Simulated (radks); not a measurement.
Initial-state core-level shifts of the iron ion Fe+ when its valence configuration changes from [Ar] 3d6 4s1. Method: scalar-relativistic Kohn-Sham, BLYP, spin-polarised, spherical densities, finite nucleus; open shells are filled with parallel spins first; Fermi nuclear charge, rms radius 3.7377 fm; computed with a radial shooting solver on a logarithmic mesh with Libxc functionals. Shifts are changes of the shell-averaged eigenvalues in eV (positive: less bound); the change of the density at the nucleus, which sets a Mossbauer isomer shift, is in e/bohr^3, on a base of 1.522e+04.

valence               1s       2s       2p       3p  density at nucleus
3d5 4s2           -6.430   -7.215   -7.146   -6.036             +10.938
3d5.5 4s1.5       -3.055   -3.421   -3.388   -2.905              +5.075
3d5 4s1 4p1       -7.608   -8.398   -8.323   -7.171              +3.344
3d4 4s1 4p2      -17.145  -19.086  -18.906  -15.746              +7.933
3d4 4s2 4p1      -16.202  -18.125  -17.954  -14.830             +17.492
3d3 4s2 4p2      -26.851  -30.144  -29.858  -23.991             +24.924
3d3.5 4s1.5 4p2  -21.877  -24.468  -24.236  -19.815             +15.932
3d6.5 4s0.5       +2.586   +2.928   +2.896   +2.506              -4.848
3d7               +4.822   +5.457   +5.397   +4.728              -8.978
